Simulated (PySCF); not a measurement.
Delta-SCF ions had no search for a lower state. Excitations are Tamm–Dancoff values on a coarser integration grid. The basis has no diffuse functions, so Rydberg states are missing or too high.

Z-matrix (Å, degrees):
```
C
H 1 1.0931
H 1 1.0946 2 107.33
C 1 1.4947 2 110.88 3 -121.07
C 4 1.3283 1 125.49 2 -14.89
H 5 1.0819 4 121.45 1 -178.14
H 5 1.0843 6 116.94 4 179.91
H 4 1.0870 5 118.71 6 -0.32
Si 1 1.8919 2 108.30 3 115.94
H 9 1.4812 1 109.94 2 57.61
H 9 1.4830 10 108.84 1 -120.46
H 9 1.4840 10 109.10 11 -118.47
```
Charge 0, multiplicity 1.

Estimate the dipole moment, LUMO, S1–T1 gap (TDA), S1 oscillator strength, total energy, HOMO, vertical ionisation energy (Delta-SCF) and S1 excitation (TDA) that PBE-D3(BJ)/def2-TZVP // B3LYP-D3(BJ)/def2-TZVP run with PySCF returns for this input.


The dipole moment is 0.57 D and the LUMO comes out as -0.88 eV. The S1–T1 gap (TDA) is 1.78 eV, the S1 oscillator strength is 0.029 and the total energy comes out as -408.3295 Ha. The HOMO comes out as -6.11 eV and the vertical ionisation energy (Delta-SCF) is 9.18 eV. The S1 excitation (TDA) is 6.11 eV.
